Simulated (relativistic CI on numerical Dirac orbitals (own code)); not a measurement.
**Radial parameters of Er LVII**

Computed by Dirac-Coulomb-Breit CI, separate exchange-only KLI orbitals for each configuration, QED by a radiative potential, unscaled Slater integrals (own radial code, finite nucleus).

Slater integrals F^k, G^k are unscaled and averaged over j, outside the closed core [Ne]; ζ comes from projecting the Hamiltonian with its Breit term on Σ l·s of the shell.

- 3s 3p: G^1(3s,3p) = 622820, ζ(3p) = 1.3319e+06 cm⁻¹; <r>(3s) = 0.2036, <r^2>(3s) = 0.04735, <r>(3p) = 0.1982, <r^2>(3p) = 0.04547 (bohr units).
- 3p2: F^2(3p,3p) = 493080, ζ(3p) = 1.3317e+06 cm⁻¹; <r>(3p) = 0.1983, <r^2>(3p) = 0.04553 (bohr units).
- 3s 3d: G^2(3s,3d) = 385760, ζ(3d) = 181730 cm⁻¹; <r>(3s) = 0.2037, <r^2>(3s) = 0.04739, <r>(3d) = 0.1746, <r^2>(3d) = 0.03509 (bohr units).

Averages of the first 10 configurations, taken without configuration mixing, which lowers the lowest level and can move excited configurations by several eV; other configurations of the list can lie among them:

```tsv
Configuration	Parity	States	Average energy above the lowest level (eV)
3s2	even	1	4.1
3s 3p	odd	12	300.3
3p2	even	15	617.9
3s 3d	even	20	601.0
3d2	even	45	1209.5
3p 3d	odd	60	909.5
3p 4s	odd	12	2918.7
3d 4s	even	20	3207.7
3s 4s	even	4	2608.6
3s 4p	odd	12	2737.7
```
